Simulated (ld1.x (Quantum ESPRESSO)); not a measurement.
## Transferability test, TM potential for vanadium (V)

vanadium, norm-conserving Troullier–Martins (Kleinman–Bylander form), made with ld1.x (Quantum ESPRESSO) 7.5 (PBE, scalar-relativistic). Core [Ne], reference 3s2 3p6 3d3 4s2 4p0. Waves: 3s (bound): rc 1.20 bohr; 3p (bound): rc 1.30 bohr; 3d (bound): rc 1.15 bohr. Local part: all-electron potential smoothed inside 0.90 bohr (lloc = -1). Core correction: Bessel-smoothed model core, default radius (core density twice the valence density).

Occupied shells without a wave of their own: 4s. They enter only through the test configuration that unscreens the potential, and ld1.x also counts them in the model core charge.

Energies are relative to the spin-unpolarised reference configuration 3s2 3p6 3d3 4s2 4p0; without spin polarisation the order of configurations can differ from experiment. The frozen-core shift is the all-electron ΔE with the core orbitals held at their reference shape minus the fully relaxed ΔE.

ld1.x takes every shell without a wave as core, so the model core holds the 4s electrons as well and exchange and correlation see them twice. This cancels in the reference configuration, but the file is broken for other ones, and its errors say nothing about a proper core correction.

```
valence configuration  charge  ΔE all-electron (eV)  error AE − PS (meV)  frozen-core shift (meV)
  3s2 3p6 3d3 4s1 4p0      +1                 7.735                 -460                     +0.6
  3s2 3p6 3d3 4s0 4p0      +2                22.031                -1482                     +1.5
  3s2 3p6 3d2 4s0 4p0      +3                50.928                -2224                     -1.2
  3s2 3p6 3d1 4s0 4p0      +4                96.802                -2931                     -3.5
  3s2 3p6 3d3 4s0 4p2       0                 6.855                 -600                     +0.5
  3s2 3p5 3d3 4s2 4p0      +1                50.947                  +37                      +11
  3s2 3p6 3d2 4s2 4p1       0                 5.778                  +43                     -2.6
```

Levels in the configuration 3s2 3p6 3d3 4s0 4p2:

| level | all-electron (eV) | pseudo (eV) |
| --- | --- | --- |
| 3s | -72.942 | -73.173 |
| 3p | -46.748 | -46.955 |
| 3d | -7.688 | -7.868 |
| 4p | -2.642 | -2.637 |

A variational frozen-core shift is positive and of second order in the change. This column holds negative values, so the frozen-core run of ld1.x carries numerical noise or an error of first order here, and the column gives no more than the rough size of the effect.
